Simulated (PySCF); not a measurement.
## From a computed spectrum to the compound

A species of 5 atoms with charge 0 has these harmonic modes (PBE0, small Gaussian bases with core potentials, PySCF 2.14.0):

```csv
cm⁻¹,km/mol,symmetry
129,0.0,e
129,0.0,e
164,37.5,t2
164,37.5,t2
164,37.5,t2
590,0.0,a1
618,49.9,t2
618,49.9,t2
618,49.9,t2
```

**Question.** Which species is it, and in which structure?

**Answer.** PbF4 (singlet):
```xyz
5

Pb    0.0000    0.0000    0.0000
F     1.1572    1.1572    1.1572
F    -1.1572   -1.1572    1.1572
F     1.1572   -1.1572   -1.1572
F    -1.1572    1.1572   -1.1572
```
Ideal gas at 298.15 K and 1 bar: S = 336.9 J/(mol K), Cp = 89.9 J/(mol K), H − H(0 K) = 20.0 kJ/mol (rigid rotor, harmonic modes, spin degeneracy alone). 
 The answer isn't unique; the calculation gave this one.
